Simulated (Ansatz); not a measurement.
CH3AlO2, relaxed with RKS PBE-D4/def2-SVP in Ansatz 0.2.0 from a rough embedded geometry. The force threshold is 0.03 eV/Å; the program also tests the step.

Charge 0, multiplicity 1. The bonds changed during the relaxation, so this is another structure than the one it started from.

Start:

```xyz
7

O     0.380    0.738    1.731
C    -0.363    1.173    0.818
O    -0.544    0.507   -0.409
Al    0.231   -1.012   -0.924
H    -0.848    2.118    1.012
H    -0.063   -1.723   -2.344
H     1.207   -1.801    0.116
```

By how much does the energy fall, and how many steps does the optimiser take? (An estimate is asked.)

Computed: 112.06 kJ/mol, in 20 steps, 1 of them rejected.

Which bonds change most? (An estimate is asked.)

Ansatz gave: O1–Al4 from 3.183 to 1.963 Å; C2–Al4 from 2.857 to 2.279 Å; O3–Al4 from 1.781 to 1.961 Å; C2–O3 from 1.407 to 1.277 Å.

Give the relaxed structure. (An estimate is asked.)

Ansatz gave: 
```xyz
7

O     0.834    0.770    0.475
C    -0.423    0.971    0.578
O    -1.221    0.128    0.046
Al    0.376   -0.861   -0.516
H    -0.815    1.862    1.122
H     0.654   -0.710   -2.076
H     0.595   -2.162    0.372
```
